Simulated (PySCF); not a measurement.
Gas-phase equilibrium of 1 mol N2O, 49 mol N2 at 1600 K and 1.01 bar, among 8 species (O2, N2, O, NO, O3, N, N2O, NO2). Only gases are allowed; each row takes one source of thermochemistry for all species, and Cantera finds the minimum.

Energies from PySCF, thermal terms from the rigid-rotor harmonic-oscillator model, ideal gas at 1 bar. 'Table' is the NASA 1993 thermochemical table (part measured, part estimated). † marks an energy on the PBE0/def2-TZVP geometry and frequencies. MP2 and CCSD(T) freeze the core. Open shells (unrestricted) among the columns below: O2 (multiplicity 3), O (multiplicity 3, electronic degeneracy 9), NO (multiplicity 2, electronic degeneracy 4), N (multiplicity 4), NO2 (multiplicity 2); the rest are closed-shell singlets. Spin-orbit splitting is ignored; it lowers the true energy and changes the entropy of O, NO. B3LYP is the form with VWN-RPA correlation. MP2 isn't extrapolated to the basis-set limit. CCSD(T) isn't extrapolated to the basis-set limit. The harmonic model lacks anharmonicity and excited electronic states, which grow with temperature; levels with a mode under 35 cm⁻¹ are left out.

Molecules larger than those listed are left out. Table species left out: NO3.

Mole fractions:

| thermochemistry | x N2 | x O | x O2 | x NO | x N | x NO2 | x N2O |
|---|---|---|---|---|---|---|---|
| table | 0.99 | 1.4e-6 | 0.0097 | 0.00047 | <1e-12 | 4.1e-7 | 3.1e-8 |
| B3LYP/def2-TZVP† | 0.99 | 9.5e-7 | 0.0096 | 0.00054 | <1e-12 | 6.0e-7 | 6.1e-8 |
| CCSD(T)/def2-TZVPP† | 0.99 | 4.7e-6 | 0.0097 | 0.00049 | 4.5e-12 | 1.8e-7 | 1.4e-8 |
| HF/def2-TZVP† | 0.98 | 0.020 | 2.3e-6 | 9.9e-6 | 3.6e-5 | <1e-12 | <1e-12 |
| M06-2X/def2-TZVP† | 0.99 | 1.2e-6 | 0.0097 | 0.00037 | <1e-12 | 1.2e-7 | 1.8e-8 |
| MP2/def2-TZVPP† | 0.99 | 7.5e-7 | 0.0098 | 0.00020 | <1e-12 | 7.8e-7 | 1.5e-7 |
| ωB97X-V/def2-TZVP† | 0.99 | 6.0e-7 | 0.0096 | 0.00055 | <1e-12 | 2.7e-7 | 1.9e-8 |
The most sensitive of these is N: it spans a factor of 10^7.6 over these rows; at this temperature one factor of ten is RT ln 10 = 31 kJ/mol.
